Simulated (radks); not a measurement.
Species: Pt+. Configuration: [Kr] 4d10 4f14 5s2 5p5.5 5d9 6p0.5 (fractional occupations, a model configuration). Method: scalar-relativistic Kohn-Sham, PBE, spin-polarised, spherical densities, finite nucleus; open shells are filled with parallel spins first (spin-orbit coupling, left out, can overturn this in heavy ions); Fermi nuclear charge, rms radius 5.427 fm; computed with a radial shooting solver on a logarithmic mesh with Libxc functionals.

Normalised radial functions P(r) = r R(r), r in bohr:

r          4f up  5d down
0.001201  0.0000   0.0000
0.001398  0.0000   0.0000
0.001641  0.0000   0.0000
0.00191   0.0000   0.0000
0.002242  0.0000   0.0001
0.00261   0.0000   0.0001
0.003062  0.0000   0.0001
0.003565  0.0000   0.0002
0.004184  0.0000   0.0003
0.00487   0.0000   0.0005
0.005715  0.0000   0.0008
0.006654  0.0000   0.0012
0.007808  0.0000   0.0018
0.00909   0.0001   0.0027
0.01067   0.0002   0.0040
0.01242   0.0003   0.0060
0.01457   0.0005   0.0089
0.01697   0.0008   0.0130
0.01975   0.0015   0.0189
0.02318   0.0026   0.0275
0.02698   0.0043   0.0388
0.03166   0.0075   0.0549
0.03686   0.0124   0.0750
0.04326   0.0209   0.1019
0.05036   0.0338   0.1329
0.0591    0.0549   0.1702
0.0688    0.0854   0.2076
0.08074   0.1329   0.2440
0.09399   0.1974   0.2689
0.1103    0.2907   0.2752
0.1284    0.4074   0.2527
0.1507    0.5605   0.1906
0.1754    0.7310   0.0928
0.2059    0.9259  -0.0435
0.2397    1.1087  -0.1864
0.2812    1.2750  -0.3205
0.3274    1.3844  -0.3992
0.3842    1.4271  -0.4007
0.4473    1.3900  -0.3109
0.5207    1.2820  -0.1389
0.6111    1.1086   0.1037
0.7114    0.9105   0.3536
0.8348    0.6938   0.5921
0.9718    0.5018   0.7604
1.14      0.3309   0.8539
1.328     0.2060   0.8613
1.558     0.1144   0.7976
1.814     0.0596   0.6908
2.129     0.0269   0.5540
2.478     0.0112   0.4207
2.908     0.0038   0.2931
3.385     0.0012   0.1930
3.973     0.0003   0.1135
4.625     0.0001   0.0617
5.427     0.0000   0.0285
6.318     0.0000   0.0119
7.414     0.0000   0.0040
8.632     0.0000   0.0012
10.13     0.0000   0.0003
11.79     0.0000   0.0000

4f up: eigenvalue -82.143 eV, 0 radial nodes, <r> = 0.516 bohr, 90 % of the charge inside 0.833 bohr. 5d down: eigenvalue -16.085 eV, 2 radial nodes at r = 0.196, 0.573 bohr, <r> = 1.60 bohr, 90 % of the charge inside 2.49 bohr.
